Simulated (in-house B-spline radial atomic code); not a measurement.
Stripping osmium of all its electrons. The total binding energy is the sum of the 76 successive ionisation energies. Configuration: [Xe] 4f14 (5d3/2)4 (5d5/2)2 6s2. All numbers are computed (Dirac-Hartree-Fock, average of the jj configuration; Fermi nucleus of rms radius 5.4126 fm) with an all-electron radial atomic-structure program (B-spline basis), not measured.

Dirac-Coulomb total energy: -17271.1031 hartree. First-order corrections (hartree): Breit 18.51, self-energy 15.53, vacuum polarisation -2.88, recoil 0.0302.

Problem. What total binding energy follows, and how does it compare with the sum of NIST's ionisation energies?

Solution. 469122 eV from the corrected total, against 469448 ± 200 eV from NIST's table (measured, semi-empirical and theoretical entries, uncertainties added in quadrature). The difference, +326 eV, is within about twice the table's uncertainty, so it can't show the correlation energy.

Problem. What share of the binding belongs to the last two electrons?

Solution. 36 % by NIST's values (169590.6 eV).
